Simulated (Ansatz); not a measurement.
Method: Ansatz (a program for electronic structure) with frozen-core CCSD(T)/cc-pVTZ // r2SCAN-D4/def2-TZVP.

Ansatz 0.2 input:
```yaml
crystal:
  periodic: [false, false, false]
  atoms:
    - { symbol: B, position_ang: [1.62012, 0.413941, -0.191745] }
    - { symbol: B, position_ang: [0.390861, -0.504292, 0.294163] }
    - { symbol: B, position_ang: [-1.175348, -0.398273, -0.287167] }
    - { symbol: O, position_ang: [-2.18765, 0.397444, 0.153029] }
    - { symbol: H, position_ang: [1.884438, 1.422878, 0.407411] }
    - { symbol: H, position_ang: [2.296695, 0.188179, -1.154668] }
    - { symbol: H, position_ang: [0.576492, -1.375211, 1.10644] }
    - { symbol: H, position_ang: [-1.460876, -1.117698, -1.213825] }
    - { symbol: H, position_ang: [-1.944731, 0.973031, 0.886364] }
basis:
  gaussian: { orbitals: cc-pVTZ }
correlation:
  method: ccsd_t
```

Output:

```
Functional definition: HF
1096 factors; integrals over basis functions are off by at most 5.6e-4 eV
mean field evaluation 1: about -4129.4115 eV, gradient 3.4e1 eV
mean field evaluation 2: about -4129.4118 eV, gradient 3.4e1 eV
mean field evaluation 4: about -4132.3424 eV, gradient 3.9e0 eV
mean field evaluation 8: about -4132.4124 eV, gradient 7.3e-4 eV
mean field evaluation 16: about -4132.4125 eV, gradient 2.2e-1 eV
mean field -4132.41239790 eV, -151.8633545729 hartree, gradient 2.1e-6 eV, S^2 0.000000; 0 other end points of the search recorded, 0 dependent functions left out
4 core orbitals not correlated
reference -4132.41239790 eV, -151.8633545729 hartree; 10, 10 occupied and 176, 176 virtual orbitals, 1096 factors
second order -14.57208012 eV of doubles, -0.00000000 eV of singles
cycle   1  -15.22771013 eV  change   -6.6e-1 eV  update   9.1e-2
cycle   2  -15.64480577 eV  change   -4.2e-1 eV  update   2.9e-2
cycle   3  -15.74234669 eV  change   -9.8e-2 eV  update   1.7e-2
cycle   4  -15.73158466 eV  change    1.1e-2 eV  update   5.5e-3
cycle   5  -15.72954441 eV  change    2.0e-3 eV  update   2.7e-3
cycle   6  -15.73010476 eV  change   -5.6e-4 eV  update   9.2e-4
cycle   7  -15.72970351 eV  change    4.0e-4 eV  update   3.8e-4
cycle   8  -15.72962474 eV  change    7.9e-5 eV  update   1.6e-4
cycle   9  -15.72970415 eV  change   -7.9e-5 eV  update   8.3e-5
cycle  10  -15.72968833 eV  change    1.6e-5 eV  update   3.4e-5
cycle  11  -15.72967882 eV  change    9.5e-6 eV  update   1.5e-5
perturbative correction -0.56030102 eV, -0.0205906828 hartree
Total energy: -4148.70237774 eV, -152.4620002905 hartree
```

Cost: very roughly 80 core-seconds.
